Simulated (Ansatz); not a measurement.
System: sum formula H2BO2 (charge 0, doublet). It need not be the lowest isomer of its formula. 
Structure (B3LYP-D3(BJ)/def2-TZVP (Ansatz, a program for electronic structure) minimum search):
```xyz
5

B      0.1210     0.4189    -0.0432
O      1.1353    -0.2769     0.4683
O     -1.1068    -0.0579    -0.3885
H      0.3850     1.5866    -0.1900
H     -1.2181    -1.0032    -0.2326
```
Charge 0, spin multiplicity 2.

Atomisation energy built up term by term with Ansatz (kcal/mol; UHF references for open shells; valence terms freeze the core; atomic spin-orbit terms are left out). CBS(X,Y): correlation extrapolated as X^-3; Hartree-Fock from the larger set (for Q and 5 zeta extrapolated as (X+1)exp(-9√X)).

```
term                                          basis  kcal/mol
-----------------------  --------------------------  --------
Hartree-Fock                   CBS(cc-pVQZ,cc-pV5Z)    341.27
CCSD correlation               CBS(cc-pVQZ,cc-pV5Z)    113.80
(T)                            CBS(cc-pVQZ,cc-pV5Z)      8.28
CCSDT - CCSD(T)                             cc-pVDZ      0.18
core correlation                          cc-pwCVTZ      2.00
scalar relativity (X2C)  cc-pVTZ-DK against cc-pVTZ     -0.48
sum: De                                                 465.1
```

(T) makes 1.8 % of the CCSD(T) atomisation energy; under 5 % is typical of single-reference molecules.
